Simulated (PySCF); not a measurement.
C₂H₆Cl₂Si, charge +1, doublet, geometry from GFN2-xTB (a state made from the parent by changing its charge; the spin is typed, not shown lowest); HF/cc-pVDZ run with PySCF.

PySCF was given this input:
```python
from pyscf import gto, scf

mol = gto.Mole()
mol.atom = '''
    C     1.28326055   -1.61852252   -0.18269265
    Si   -0.01244605   -0.16470319    0.02878020
    C    -1.50051811   -1.25652796    0.68507829
    Cl    0.59275738    1.10582814    1.44024366
    Cl   -0.46164787    0.62919309   -1.74342086
    H     0.91558411   -2.34745596   -0.89758167
    H     2.20061141   -1.16991748   -0.55367409
    H     1.46895957   -2.09730723    0.77327666
    H    -2.33287650   -0.58039578    0.85952341
    H    -1.77836292   -1.99714285   -0.05781342
    H    -1.22498746   -1.74699412    1.61304491
'''
mol.basis = 'cc-pvdz'
mol.charge = 1
mol.spin = 1
mol.verbose = 4
mol.build()

mf = scf.UHF(mol)
mf.kernel()
```

The log (banner, timings and long lists left out):

```
PySCF version 2.14.0

[INPUT] verbose = 4
[INPUT] num. atoms = 11
[INPUT] num. electrons = 65
[INPUT] charge = 1
[INPUT] spin (= nelec alpha-beta = 2S) = 1
[INPUT] symmetry False subgroup None
[INPUT] Mole.unit = angstrom
[INPUT] Symbol           X                Y                Z      unit          X                Y                Z       unit  Magmom
[INPUT]  1 C      1.283260550000  -1.618522520000  -0.182692650000 AA    2.425010985959  -3.058564289241  -0.345239073471 Bohr   0.0
[INPUT]  2 Si    -0.012446050000  -0.164703190000   0.028780200000 AA   -0.023519625833  -0.311243920942   0.054386695810 Bohr   0.0
[INPUT]  3 C     -1.500518110000  -1.256527960000   0.685078290000 AA   -2.835568272850  -2.374493712258   1.294610341985 Bohr   0.0
[INPUT]  4 Cl     0.592757380000   1.105828140000   1.440243660000 AA    1.120149106515   2.089712325437   2.721666070041 Bohr   0.0
[INPUT]  5 Cl    -0.461647870000   0.629193090000  -1.743420860000 AA   -0.872388040289   1.189002619569  -3.294587945254 Bohr   0.0
[INPUT]  6 H      0.915584110000  -2.347455960000  -0.897581670000 AA    1.730203211904  -4.436048853878  -1.696183530730 Bohr   0.0
[INPUT]  7 H      2.200611410000  -1.169917480000  -0.553674090000 AA    4.158552871493  -2.210823625541  -1.046292392368 Bohr   0.0
[INPUT]  8 H      1.468959570000  -2.097307230000   0.773276660000 AA    2.775931275359  -3.963336263770   1.461281105918 Bohr   0.0
[INPUT]  9 H     -2.332876500000  -0.580395780000   0.859523410000 AA   -4.408497667434  -1.096789068053   1.624263842552 Bohr   0.0
[INPUT] 10 H     -1.778362920000  -1.997142850000  -0.057813420000 AA   -3.360618868882  -3.774053018133  -0.109251530124 Bohr   0.0
[INPUT] 11 H     -1.224987460000  -1.746994120000   1.613044910000 AA   -2.314890805427  -3.301340428026   3.048213106524 Bohr   0.0

nuclear repulsion = 363.601233798563
number of shells = 43
number of NR pGTOs = 217
number of NR cGTOs = 112
basis = cc-pvdz
ecp = {}

******** <class 'pyscf.scf.uhf.UHF'> ********
method = UHF
initial guess = minao
damping factor = 0
level_shift factor = 0
DIIS = <class 'pyscf.scf.diis.CDIIS'>
diis_start_cycle = 1
diis_space = 8
diis_damp = 0
SCF conv_tol = 1e-09
SCF conv_tol_grad = None
SCF max_cycles = 50
direct_scf = True
direct_scf_tol = 1e-13
number electrons alpha = 33  beta = 32
Set gradient conv threshold to 3.16228e-05
init E= -1287.8374151191

cycle= 1 E= -1286.80354003898  delta_E= 1.03  |g|= 0.418  |ddm|= 1.86
cycle= 2 E= -1286.9028547403  delta_E= -0.0993  |g|= 0.228  |ddm|= 0.668
cycle= 3 E= -1286.93426644878  delta_E= -0.0314  |g|= 0.0425  |ddm|= 0.209
cycle= 4 E= -1286.93647107436  delta_E= -0.0022  |g|= 0.0138  |ddm|= 0.079
cycle= 5 E= -1286.93679177019  delta_E= -0.000321  |g|= 0.00705  |ddm|= 0.026
cycle= 6 E= -1286.93690849957  delta_E= -0.000117  |g|= 0.0027  |ddm|= 0.0198
cycle= 7 E= -1286.93692714434  delta_E= -1.86e-05  |g|= 0.000943  |ddm|= 0.00864
cycle= 8 E= -1286.93692893856  delta_E= -1.79e-06  |g|= 0.000411  |ddm|= 0.0023
cycle= 9 E= -1286.93692928503  delta_E= -3.46e-07  |g|= 0.000129  |ddm|= 0.00111
cycle= 10 E= -1286.93692931759  delta_E= -3.26e-08  |g|= 3.62e-05  |ddm|= 0.00033
cycle= 11 E= -1286.93692932009  delta_E= -2.5e-09  |g|= 1.05e-05  |ddm|= 8.83e-05
cycle= 12 E= -1286.93692932032  delta_E= -2.34e-10  |g|= 3.82e-06  |ddm|= 2.51e-05
Extra cycle  E= -1286.93692932035  delta_E= -2.32e-11  |g|= 2.33e-06  |ddm|= 5.67e-06
converged SCF energy = -1286.93692932035  <S^2> = 0.78669413  2S+1 = 2.0363636
```
